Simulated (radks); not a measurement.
Coulomb parameter of the 4f shell of the samarium ion Sm2+ in the model configuration [Xe] 4f4.5 5d1.5, as a second difference U = [E(n + 0.5) + E(n - 0.5) - 2 E(n)] / (0.5)^2 with all orbitals relaxed. "Bare": the charge of the atom changes with n. "Screened": the 5d shell takes up the change at fixed total charge, which measures U(4f,4f) + U(5d,5d) - 2 U(4f,5d). Method: scalar-relativistic Kohn-Sham, PBE, spin-unpolarised, spherical densities, point nucleus; computed with a radial shooting solver on a logarithmic mesh with Libxc functionals.

case	configuration	E - E(n) (eV)
start	[Xe] 4f4.5 5d1.5	0.000
bare +0.5	[Xe] 4f5 5d1.5	-10.278
bare -0.5	[Xe] 4f4 5d1.5	14.542
screened +0.5	[Xe] 4f5 5d1	-3.772
screened -0.5	[Xe] 4f4 5d2	5.055

U(bare) = 17.055 eV, U(screened by 5d) = 5.132 eV, against the Slater integral F0(4f,4f) = 28.481 eV with frozen orbitals.
